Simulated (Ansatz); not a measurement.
Consider the ligand exchange at a B–C bond: `NB(O)CF` + CH₃NH₂ → `CNB(N)O` + `CF`.

Computed with Ansatz on PBE0-D4/def2-TZVP structures; ΔE is electronic, products minus reactants. CBS: MP2 limit from def2 TZ/QZ plus the TZ coupled-cluster correction, frozen cores. This one scheme is used for every species. DFT in def2-TZVPP. B3LYP here is the variant with VWN-RPA as its local correlation; programs differ in this. One conformer a species, not always the lowest.

```tsv
level	ΔE (kcal/mol)
B3LYP-D4	-19.2
ωB97X-V	-18.5
MP2/def2-TZVPP	-19.9
SCS-MP2/def2-QZVPP	-19.8
```

What does CCSD(T)/CBS give? (Best estimate.)

The calculation gave: -19.1 kcal/mol. The listed levels differ from it by -0.1, 0.6, -0.8, -0.7 kcal/mol.

Largest T1 diagnostic among the species: 0.011.

From PBE to PBE0 (25 % exact exchange), in def2-TZVPP and without D4, ΔE moves by −1.0 kcal/mol.
